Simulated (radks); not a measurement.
Results of a calculation; reference values are marked as such.
Isoelectronic series with 27 electrons, all held in the configuration [Ar] 3d7 4s2, which need not be the ground one along the series. Code: a radial shooting solver on a logarithmic mesh with Libxc functionals. Model: scalar-relativistic Kohn-Sham, PBE, spin-unpolarised, spherical densities, point nucleus. Total energies (hartree) and mean radii <r> (bohr):

| ion | E (hartree) | 4s | 3d | 3p |
|---|---|---|---|---|
| Co | -1393.14598 | 2.894 | 1.071 | 0.8160 |
| Ni+ | -1519.94480 | 2.409 | 0.9254 | 0.7706 |
| Cu2+ | -1652.88547 | 2.100 | 0.8253 | 0.7282 |
| Zn3+ | -1791.95277 | 1.877 | 0.7498 | 0.6892 |
| Ga4+ | -1937.14569 | 1.706 | 0.6896 | 0.6535 |
| Ge5+ | -2088.47110 | 1.568 | 0.6399 | 0.6210 |
| As6+ | -2245.94088 | 1.453 | 0.5979 | 0.5914 |
| Se7+ | -2409.57037 | 1.356 | 0.5618 | 0.5643 |
| Br8+ | -2579.37755 | 1.272 | 0.5302 | 0.5395 |
| Kr9+ | -2755.38258 | 1.199 | 0.5023 | 0.5167 |
| Rb10+ | -2937.60742 | 1.135 | 0.4774 | 0.4957 |
| Sr11+ | -3126.07570 | 1.078 | 0.4550 | 0.4763 |
| Zr13+ | -3521.84447 | 0.9792 | 0.4164 | 0.4417 |
| Nb14+ | -3729.19941 | 0.9368 | 0.3995 | 0.4261 |
| Mo15+ | -3942.90660 | 0.8980 | 0.3841 | 0.4116 |
| Tc16+ | -4162.99659 | 0.8624 | 0.3698 | 0.3980 |
| Ru17+ | -4389.50122 | 0.8295 | 0.3566 | 0.3853 |
| Rh18+ | -4622.45363 | 0.7991 | 0.3443 | 0.3733 |
| Pd19+ | -4861.88830 | 0.7708 | 0.3329 | 0.3621 |
| Ag20+ | -5107.84101 | 0.7445 | 0.3222 | 0.3514 |
